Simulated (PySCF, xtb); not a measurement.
BCl, SMILES [B]Cl (connectivity only; charge and spin as stated), charge +1, multiplicity 2.

Harmonic wavenumbers (cm⁻¹) from xtb with GFN2-xTB at its own minimum, in rising order: 1338.

Q: What does B3LYP-D3(BJ)/def2-TZVPD in PySCF give at its own minimum? (An estimate is asked for; the answer gives what the named calculation found.)

A: 1139. Paired by order, the mean absolute difference is 199 cm⁻¹ and the zero-point energies are 1.9 and 1.6 kcal/mol.
